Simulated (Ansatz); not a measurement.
**Cost against result**

Saddle point of BNH₂BrF, closed shell (BNH₂BrF ([NH2][B]([F])[Br]) → BNHF ([NH][B][F]) + HBr; bonds formed: Br2–H4; bonds broken: B1–Br2, N3–H4), PBE0-D4/def2-TZVP structure:

B1  (0.414, 0.689, 0.313)
Br2  (0.412, -1.106, -1.909)
N3  (-0.564, -0.089, 0.626)
H4  (-0.402, -0.834, -0.509)
F5  (1.360, 1.510, 0.096)
H6  (-1.219, -0.169, 1.382)
(Å)

Barriers are electronic and count from the start structure reached by relaxing down the imaginary mode.

Computed with Ansatz 0.2.0 (basis: as named in each row); correlated methods freeze the cores. Filled d shells of the heavier atoms are correlated. The def2 sets are not built for correlating such inner shells, so the correlated values are less sure here. B3LYP uses VWN-RPA correlation. Extrapolation: Hartree–Fock as exp(−7.88 √X), correlation as X^−2.97.

Times are rough, for one single point on 4 threads of a shared host (Arm Neoverse V1).

The estimate by CCSD(T) at an estimated basis limit (MP2 extrapolated from triple and quadruple zeta, plus CCSD(T) − MP2 in triple zeta) is 72.33 kcal/mol.

```tsv
method	basis	time (s)	barrier (kcal/mol)	method less estimate
HF	STO-3G	under 1	110.48	38.15
PBE-D4	STO-3G	under 1	81.10	8.77
SPW92	def2-SVP	under 1	65.88	-6.44
PBE-D4	def2-SVP	under 1	65.89	-6.44
SPW92	def2-TZVPP	under 1	64.92	-7.41
B3LYP-D4	6-31G	under 1	72.53	0.20
PBE0-D4	def2-SVP	under 1	71.74	-0.59
PBE-D4	def2-TZVPP	1	65.01	-7.32
BLYP-D4	def2-TZVPP	1	63.03	-9.30
PBE0-D4	def2-TZVPP	1	70.50	-1.83
B3LYP-D4	def2-TZVPP	1	67.94	-4.39
BHLYP-D4	def2-TZVPP	2	73.99	1.66
CAM-B3LYP-D4	def2-TZVPP	2	70.97	-1.36
CCSD(T)	def2-SVP	2	74.37	2.04
r2SCAN-D4	def2-TZVPP	2	68.41	-3.92
RPA on PBE	def2-TZVPP	2	72.94	0.61
r2SCAN0-D4	def2-TZVPP	2	72.07	-0.26
B2PLYP	def2-TZVPP	2	69.96	-2.37
PBE-QIDH	def2-TZVPP	3	73.94	1.61
wB97M-V	def2-SVP	3	72.33	0.00
wB97X-V	def2-TZVPP	4	73.41	1.08
B97M-V	def2-TZVPP	4	70.55	-1.78
wB97M-V	def2-TZVPP	4	71.39	-0.94
MP2	def2-QZVPP	8	71.44	-0.89
CCSD(T)	def2-TZVPP	35	73.15	0.82
```

All methods are single points on the PBE0-D4 structures.

No T1 diagnostic of these runs exceeds 0.013.

Labels in which every atom is bracketed show which atoms are joined, not bond orders.
